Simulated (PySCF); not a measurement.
C7H15: g tensor and hyperfine couplings

C7H15 (doublet state).
Cartesian coordinates in Å at the GFN2-xTB level; atoms count from 1:
```
atom  x, y, z in Å
C1     1.943   -0.221    0.766
C2     0.829   -0.324   -0.213
C3     1.117   -0.768   -1.601
C4    -0.547    0.150    0.156
C5    -0.831   -0.061    1.650
C6    -1.627   -0.592   -0.645
C7    -0.667    1.660   -0.151
H8     1.976    0.766    1.235
H9     1.840   -0.949    1.578
H10    2.901   -0.399    0.282
H11    2.188   -0.872   -1.761
H12    0.653   -1.735   -1.824
H13    0.730   -0.059   -2.339
H14   -1.849    0.244    1.881
H15   -0.721   -1.111    1.913
H16   -0.156    0.525    2.268
H17   -2.615   -0.267   -0.325
H18   -1.551   -1.665   -0.481
H19   -1.535   -0.395   -1.709
H20   -1.659    2.021    0.110
H21    0.069    2.222    0.419
H22   -0.497    1.846   -1.209
```

The hyperfine couplings belong to this conformer and change with its torsions.

The species is `C[C](C)C(C)(C)C` [radical].

Computed, not measured: UKS B3LYP, pcH-1 on C H, non-relativistic, mean-field spin-orbit, GIAO (PySCF 2.14.0). Geometry: GFN2-xTB; no solvent, vibrations or thermal averaging. The geometry wasn't refined by DFT: couplings that depend on bond lengths, twists or pyramidal angles can differ widely from those at the functional's own minimum. Stability of the SCF solution: not tested.

| Item | Value |
| --- | --- |
| g1, g2, g3 | 2.00217, 2.00283, 2.00292 |
| g_iso | 2.00264 |
| Form of g | close to axial: the two nearest values differ by 12 % of g3 − g1 |
| ⟨S²⟩ | 0.7541 (exact 0.7500) |
| HOMO–LUMO gap, α and β orbitals | 5.47, 7.76 eV |
| Total energy | -275.76286 Eh |

Hyperfine couplings atom by atom, in MHz; T1 to T3 are the principal values of the dipolar part:

```json
{"atom": "C1", "isotope": "13C", "a_iso": "-35.0", "T1": "-2.0", "T2": "-0.1", "T3": "2.2", "Mulliken spin population": "-0.09"}
{"atom": "C2", "isotope": "13C", "a_iso": "96.8", "T1": "-81.6", "T2": "-81.4", "T3": "162.9", "Mulliken spin population": "0.99"}
{"atom": "C3", "isotope": "13C", "a_iso": "-35.0", "T1": "-2.0", "T2": "-0.1", "T3": "2.2", "Mulliken spin population": "-0.09"}
{"atom": "C4", "isotope": "13C", "a_iso": "-29.0", "T1": "-1.5", "T2": "-0.1", "T3": "1.6", "Mulliken spin population": "-0.07"}
{"atom": "C5", "isotope": "13C", "a_iso": "17.1", "T1": "-1.8", "T2": "-1.6", "T3": "3.4", "Mulliken spin population": "0.01"}
{"atom": "C6", "isotope": "13C", "a_iso": "17.0", "T1": "-1.8", "T2": "-1.6", "T3": "3.4", "Mulliken spin population": "0.01"}
{"atom": "C7", "isotope": "13C", "a_iso": "57.1", "T1": "-4.8", "T2": "-4.7", "T3": "9.4", "Mulliken spin population": "0.04"}
{"atom": "H8", "isotope": "1H", "a_iso": "91.9", "T1": "-4.5", "T2": "-3.9", "T3": "8.5", "Mulliken spin population": "0.04"}
{"atom": "H9", "isotope": "1H", "a_iso": "119.8", "T1": "-5.1", "T2": "-4.0", "T3": "9.1", "Mulliken spin population": "0.05"}
{"atom": "H10", "isotope": "1H", "a_iso": "5.8", "T1": "-4.9", "T2": "-3.7", "T3": "8.6", "Mulliken spin population": "0.00"}
{"atom": "H11", "isotope": "1H", "a_iso": "5.8", "T1": "-4.9", "T2": "-3.7", "T3": "8.6", "Mulliken spin population": "0.00"}
{"atom": "H12", "isotope": "1H", "a_iso": "119.7", "T1": "-5.1", "T2": "-4.0", "T3": "9.1", "Mulliken spin population": "0.05"}
{"atom": "H13", "isotope": "1H", "a_iso": "91.9", "T1": "-4.5", "T2": "-3.9", "T3": "8.5", "Mulliken spin population": "0.04"}
{"atom": "H14", "isotope": "1H", "a_iso": "1.1", "T1": "-1.9", "T2": "-1.6", "T3": "3.4", "Mulliken spin population": "0.00"}
{"atom": "H15", "isotope": "1H", "a_iso": "-1.5", "T1": "-3.7", "T2": "-2.7", "T3": "6.4", "Mulliken spin population": "0.00"}
{"atom": "H16", "isotope": "1H", "a_iso": "-1.4", "T1": "-2.8", "T2": "-2.3", "T3": "5.1", "Mulliken spin population": "0.00"}
{"atom": "H17", "isotope": "1H", "a_iso": "1.1", "T1": "-1.9", "T2": "-1.6", "T3": "3.4", "Mulliken spin population": "0.00"}
{"atom": "H18", "isotope": "1H", "a_iso": "-1.5", "T1": "-3.7", "T2": "-2.7", "T3": "6.4", "Mulliken spin population": "0.00"}
{"atom": "H19", "isotope": "1H", "a_iso": "-1.4", "T1": "-2.8", "T2": "-2.3", "T3": "5.1", "Mulliken spin population": "0.00"}
{"atom": "H20", "isotope": "1H", "a_iso": "17.6", "T1": "-3.2", "T2": "-1.4", "T3": "4.7", "Mulliken spin population": "0.01"}
{"atom": "H21", "isotope": "1H", "a_iso": "-2.4", "T1": "-4.7", "T2": "-2.0", "T3": "6.7", "Mulliken spin population": "0.00"}
{"atom": "H22", "isotope": "1H", "a_iso": "-2.4", "T1": "-4.7", "T2": "-2.0", "T3": "6.7", "Mulliken spin population": "0.00"}
```

The Mulliken spin populations are largest on C2 (+0.99), C1 (-0.09), C3 (-0.09) and C4 (-0.07). C2 is the only atom above +0.15. The angles at C2 add up to 359.7°, so it is planar.

Axes: g3 points within 4° of the C2–C4 bond.

Under fast tumbling the dipolar parts average out, and these isotropic splittings remain: 6 × 1H (H8 (×6), I = 1/2, 7 lines) with 2.59 mT and 9 × 1H (H14 (×9), I = 1/2, 10 lines) with 0.04 mT.

Class means assume fast exchange of nuclei equivalent by connectivity; if that motion is slow, each nucleus keeps its own coupling. The six 1H nuclei of mean +72.5 MHz run from 5.8 to 119.8 MHz in the frozen geometry. The nine 1H nuclei of mean +1.0 MHz run from -2.4 to 17.6 MHz in the frozen geometry.

The 13C coupling of C2 (96.8 MHz) shows only in satellite lines or after enrichment, since that isotope makes up about 1.07 % of natural carbon.

β density exceeds α density at some nuclei, such as C1/C3 (-0.0311) and C4 (-0.0258), spin density in bohr⁻³. In a single determinant that takes different orbitals for the two spins, that is spin polarisation.
